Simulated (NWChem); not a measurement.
Everything below was run with NWChem. System: H$_{2}$Se, charge 0, spin multiplicity 1, displaced from the optimised geometry. Level: CR-CCSD(T)/def2-SVP, 9 core orbitals frozen, spin-restricted.

Part of the output:

```
             Northwest Computational Chemistry Package (NWChem) 7.3.0
             --------------------------------------------------------

                                NWChem Input Module
                                -------------------

 Scaling coordinates for geometry "geometry" by  1.889725989
 (inverse scale =  0.529177249)

                             Geometry "geometry" -> ""
                             -------------------------

 Output coordinates in angstroms (scale by  1.889725989 to convert to a.u.)

  No.       Tag          Charge          X              Y              Z
 ---- ---------------- ---------- -------------- -------------- --------------
    1 Se                  34.0000     0.00000000     0.00000000     0.05707600
    2 H                    1.0000     1.15527100     0.00000000    -1.07302800
    3 H                    1.0000    -1.05024600     0.00000000    -0.97029100

 Effective nuclear repulsion energy (a.u.)      23.6189270264

            Nuclear Dipole moment (a.u.)
            ----------------------------
        X                 Y               Z
 ---------------- ---------------- ----------------
     0.1984684720     0.0000000000    -0.1941409994


 Summary of "ao basis" -> "" (spherical)
 ------------------------------------------------------------------------------
       Tag                 Description            Shells   Functions and Types
 ---------------- ------------------------------  ------  ---------------------
 *                          def2-svp                  on all atoms

 Summary of "ao basis" -> "ao basis" (spherical)
 ------------------------------------------------------------------------------
       Tag                 Description            Shells   Functions and Types
 ---------------- ------------------------------  ------  ---------------------
 Se                         def2-svp                12       32   5s4p3d
 H                          def2-svp                 3        5   2s1p

                                 NWChem SCF Module
                                 -----------------

  ao basis        = "ao basis"
  functions       =    42
  atoms           =     3
  closed shells   =    18
  open shells     =     0
  charge          =   0.00
  wavefunction    = RHF
  use symmetry    = F
  symmetry adapt  = F

 Summary of "ao basis" -> "ao basis" (spherical)
 ------------------------------------------------------------------------------
       Tag                 Description            Shells   Functions and Types
 ---------------- ------------------------------  ------  ---------------------
 Se                         def2-svp                12       32   5s4p3d
 H                          def2-svp                 3        5   2s1p

 Forming initial guess at       0.0s

      Superposition of Atomic Density Guess
      -------------------------------------

 Sum of atomic energies:       -2400.51034325

      Non-variational initial energy
      ------------------------------

 Total energy =   -2400.560177
 1-e energy   =   -3390.831112
 2-e energy   =     966.652007
 HOMO         =      -0.284117
 LUMO         =       0.041354

 Starting SCF solution at       0.3s

 ----------------------------------------------
         Quadratically convergent ROHF

 Convergence threshold     :          1.000E-07
 Maximum no. of iterations :          100
 Final Fock-matrix accuracy:          1.000E-09
 ----------------------------------------------

              iter       energy          gnorm     gmax       time
             ----- ------------------- --------- --------- --------
                 1    -2400.6790661610  3.52D-01  1.61D-01      0.3
                 2    -2400.6945458334  1.18D-01  5.78D-02      0.3
                 3    -2400.6960508250  1.10D-02  5.07D-03      0.3
                 4    -2400.6960663110  8.45D-05  3.42D-05      0.3
                 5    -2400.6960663120  3.30D-09  1.01D-09      0.3

       Final RHF  results
       ------------------

         Total SCF energy =  -2400.696066311958
      One-electron energy =  -3391.772110784546
      Two-electron energy =    967.457117446195
 Nuclear repulsion energy =     23.618927026393
[...]
    34     -0.168767  2 H  s

 Vector   18  Occ=2.000000D+00  E=-3.560534D-01
              MO Center= -4.2D-03, -2.1D-14,  3.3D-02, r^2= 1.7D+00
   Bfn.  Coefficient  Atom+Function         Bfn.  Coefficient  Atom+Function
  ----- ------------  ---------------      ----- ------------  ---------------
    16      0.637576  1 Se py                13      0.502190  1 Se py
    10     -0.319924  1 Se py

 Vector   19  Occ=0.000000D+00  E= 1.162674D-01
              MO Center=  5.8D-01,  1.8D-15, -5.2D-01, r^2= 3.2D+00
   Bfn.  Coefficient  Atom+Function         Bfn.  Coefficient  Atom+Function
  ----- ------------  ---------------      ----- ------------  ---------------
    34      1.206521  2 H  s                 15     -0.851301  1 Se px
    17      0.529101  1 Se pz                 5     -0.453549  1 Se s
    33      0.249314  2 H  s                 12     -0.230000  1 Se px
     4     -0.190003  1 Se s                  9      0.172996  1 Se px

 Vector   20  Occ=0.000000D+00  E= 1.524393D-01
              MO Center= -6.0D-01,  9.9D-16, -6.9D-01, r^2= 3.5D+00
   Bfn.  Coefficient  Atom+Function         Bfn.  Coefficient  Atom+Function
  ----- ------------  ---------------      ----- ------------  ---------------
    39      1.561580  3 H  s                  5     -0.978371  1 Se s
    17      0.907687  1 Se pz                15      0.667507  1 Se px
    34      0.384853  2 H  s                  4     -0.278919  1 Se s
     3      0.199252  1 Se s                 38      0.200203  3 H  s
    14      0.165870  1 Se pz

 Vector   21  Occ=0.000000D+00  E= 4.605739D-01
              MO Center= -3.3D-01,  1.3D-14, -3.6D-01, r^2= 3.3D+00
   Bfn.  Coefficient  Atom+Function         Bfn.  Coefficient  Atom+Function
  ----- ------------  ---------------      ----- ------------  ---------------
     5      1.734914  1 Se s                  4     -1.386750  1 Se s
    34     -0.881560  2 H  s                 38     -0.575466  3 H  s
    17     -0.379615  1 Se pz                39      0.380559  3 H  s
     3      0.320201  1 Se s                 31      0.305969  1 Se d  1
    32     -0.230848  1 Se d  2              12      0.218144  1 Se px

 center of mass
 --------------
 x =   0.00247142 y =   0.00000000 z =   0.05708905

 moments of inertia (a.u.)
 ------------------
           8.186504442169           0.000000000000           0.805338183587
           0.000000000000          16.959195549871           0.000000000000
           0.805338183587           0.000000000000           8.772691107702

  Mulliken analysis of the total density
  --------------------------------------

    Atom       Charge   Shell Charges
 -----------   ------   -------------------------------------------------------
    1 Se  34    34.11   2.00  2.00  2.00  1.31  0.56  6.00  5.98  1.87  2.32  8.21  1.75  0.11
    2 H    1     0.94   0.62  0.30  0.02
    3 H    1     0.95   0.69  0.23  0.03

       Multipole analysis of the density wrt the origin
       ------------------------------------------------

     L   x y z        total         open         nuclear
     -   - - -        -----         ----         -------
     0   0 0 0     -0.000000      0.000000     36.000000

     1   1 0 0     -0.035475      0.000000      0.198468
     1   0 1 0      0.000000      0.000000      0.000000
     1   0 0 1     -0.352067      0.000000     -0.194141

     2   2 0 0    -13.063848      0.000000      8.705068
     2   1 1 0      0.000000      0.000000      0.000000
     2   1 0 1     -0.086796      0.000000     -0.787755
     2   0 2 0    -16.613101      0.000000      0.000000
     2   0 1 1     -0.000000      0.000000      0.000000
     2   0 0 2    -13.912493      0.000000      7.869249

                   NWChem Extensible Many-Electron Theory Module
                   ---------------------------------------------


            General Information
            -------------------
      Number of processors :     1
         Wavefunction type : Restricted Hartree-Fock
          No. of electrons :    36
           Alpha electrons :    18
            Beta electrons :    18
           No. of orbitals :    84
            Alpha orbitals :    42
             Beta orbitals :    42
        Alpha frozen cores :     9
         Beta frozen cores :     9
     Alpha frozen virtuals :     0
      Beta frozen virtuals :     0
         Spin multiplicity : singlet
    Number of AO functions :    42
       Number of AO shells :    18
        Use of symmetry is : off
      Symmetry adaption is : off
         Schwarz screening : 0.10D-09

          Correlation Information
          -----------------------
          Calculation type : Coupled-cluster singles & doubles w/ perturbation
   Perturbative correction : Completely renormalized (T)
            Max iterations :      100
        Residual threshold : 0.10D-05
     T(0) DIIS level shift : 0.00D+00
     L(0) DIIS level shift : 0.00D+00
     T(1) DIIS level shift : 0.00D+00
     L(1) DIIS level shift : 0.00D+00
     T(R) DIIS level shift : 0.00D+00
     T(I) DIIS level shift : 0.00D+00
   CC-T/L Amplitude update :  5-th order DIIS
                I/O scheme : Global Array Library
        L-threshold :  0.10D-05
        EOM-threshold :  0.10D-05
 no EOMCCSD initial starts read in
 TCE RESTART OPTIONS
 SLICE:      F
 D4D5:       F
 quantumc:   F
 qrotation:  F
 pwtce:      F
 qducc:      F
 nacto:                         0
 nrotv:                         0
 nrot:                          0

            Memory Information
            ------------------
          Available GA space size is     249035036 doubles
          Available MA space size is     104854636 doubles

 Maximum block size supplied by input
 Maximum block size        24 doubles

 tile_dim =     24

 -------------------------------------------------

 Global array virtual files algorithm will be used

 Parallel file system coherency ......... OK

 4-electron integrals stored in orbital form

 v2    file size   =           573561
 4-index algorithm nr.  13 is used
 imaxsize =       30
 imaxsize ichop =        0


CCSD iterations
 ---------------------------------------------------------
 Iter          Residuum       Correlation     Cpu    Wall
 ---------------------------------------------------------
    1   0.1301329617112  -0.2479304627970     0.1     0.1
    2   0.0311362416872  -0.2550191134063     0.1     0.1
    3   0.0116522180546  -0.2597280175334     0.1     0.1
    4   0.0049311008868  -0.2607101276671     0.1     0.1
    5   0.0022328769795  -0.2611888304403     0.1     0.1
    6   0.0004362337096  -0.2614746550023     0.1     0.1
    7   0.0002025036293  -0.2614993997293     0.1     0.1
    8   0.0001101691568  -0.2615015861814     0.1     0.1
    9   0.0000623877921  -0.2615022096793     0.1     0.1
   10   0.0000358153633  -0.2615029235439     0.1     0.1
   11   0.0000033676723  -0.2615039858937     0.1     0.1
   12   0.0000012642644  -0.2615040628167     0.1     0.1
   13   0.0000006286412  -0.2615041366645     0.1     0.1
 -----------------------------------------------------------------
 Iterations converged
 CCSD correlation energy / hartree =        -0.261504136664523
 CCSD total energy / hartree       =     -2400.957570448622391

 Singles contributions

 Doubles contributions
 CR-CCSD(T)

 CR-CCSD[T]  correction energy / hartree =        -0.005198036203555
 CR-CCSD[T] correlation energy / hartree =        -0.266702172868078
 CR-CCSD[T] total energy / hartree       =     -2400.962768484826029
 CR-CCSD(T)  correction energy / hartree =        -0.004926162292307
 CR-CCSD(T) correlation energy / hartree =        -0.266430298956830
 CR-CCSD(T) total energy / hartree       =     -2400.962496610914513

 Task  times  cpu:        9.3s     wall:        9.3s

 Total times  cpu:        9.4s     wall:        9.4s
```

Task: Write an NWChem input that would produce this output.

Result: This is not unique; one that fits is 
```
start mol
memory heap 100 mb stack 700 mb global 1900 mb
geometry units angstroms nocenter noautoz noautosym
  Se     0.000000     0.000000     0.057076
  H      1.155271     0.000000    -1.073028
  H     -1.050246     0.000000    -0.970291
end
basis spherical
  * library def2-svp
end
scf
  rhf
  nopen 0
  maxiter 100
  thresh 1e-7
  semidirect memsize 60000000 filesize 0
end
tce
  freeze core 9
  cr-ccsd(t)
  2eorb
  2emet 13
  thresh 1e-6
  maxiter 100
  tilesize 24
end
task tce energy
```
